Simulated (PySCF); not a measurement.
# Eu³³⁺: ionisation energy

Eu³³⁺ [Ar] 3d10 4s2 → Eu³⁴⁺ [Ar] 3d10 4s1 [4s1/2^1, M_J = 1/2], as a difference of total energies. Computed with PySCF 2.14 in an uncontracted even-tempered set (17 s from 3.3 bohr⁻², ratio 2.8; 13 p from 4.3 bohr⁻², ratio 2.8; 8 d from 7.6 bohr⁻², ratio 2.8; 4 f from 18 bohr⁻², ratio 3), with the two-component X2C-1e Hamiltonian. Correlated levels: [Ne] frozen; the 74 highest virtual spinors dropped. "Screened" scales the spin-orbit matrix elements by Boettger's factors to mimic the two-electron term; Breit and QED terms are absent.

```tsv
method	ionisation energy (eV)
GHF (spin-free)	1396.0
GMP2 (spin-free)	1398.7
GHF (screened spin-orbit)	1395.9
GMP2 (screened spin-orbit)	1398.6
```

Problem. How much does correlation contribute at GMP2 (screened spin-orbit)?

Solution. 1398.6 − (1395.9) = 2.7 eV, measured against GHF (screened spin-orbit).

Breit and QED terms and the two-electron picture change are absent.

For comparison: 1406 ± 5 eV (theoretical estimate listed by NIST; NIST Atomic Spectra Database, ionization energies).
